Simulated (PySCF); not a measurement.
## Radial density of Si(2+) (silicon, charge +2)

TPSS, [Ne] 3s2, closed-shell 1S. All numbers are calculated (PySCF 2.14, scalar relativity by spin-free X2C-1e, in Sapporo-DZP-2012).

```json
{"r (bohr)": "0.00210", "4πr²ρ (e/bohr)": "0.09052"}
{"r (bohr)": "0.00353", "4πr²ρ (e/bohr)": "0.2498"}
{"r (bohr)": "0.00594", "4πr²ρ (e/bohr)": "0.6655"}
{"r (bohr)": "0.01000", "4πr²ρ (e/bohr)": "1.672"}
{"r (bohr)": "0.0168", "4πr²ρ (e/bohr)": "3.922"}
{"r (bohr)": "0.0283", "4πr²ρ (e/bohr)": "8.052"}
{"r (bohr)": "0.0476", "4πr²ρ (e/bohr)": "13.41"}
{"r (bohr)": "0.0800", "4πr²ρ (e/bohr)": "15.77"}
{"r (bohr)": "0.135", "4πr²ρ (e/bohr)": "11.85"}
{"r (bohr)": "0.226", "4πr²ρ (e/bohr)": "10.05"}
{"r (bohr)": "0.381", "4πr²ρ (e/bohr)": "14.24"}
{"r (bohr)": "0.640", "4πr²ρ (e/bohr)": "9.408"}
{"r (bohr)": "1.08", "4πr²ρ (e/bohr)": "2.133"}
{"r (bohr)": "1.81", "4πr²ρ (e/bohr)": "1.263"}
{"r (bohr)": "3.05", "4πr²ρ (e/bohr)": "0.3009"}
{"r (bohr)": "5.13", "4πr²ρ (e/bohr)": "0.004299"}
```

Densities and radii are taken from the X2C orbitals without a picture-change correction, which distorts them close to the nucleus.
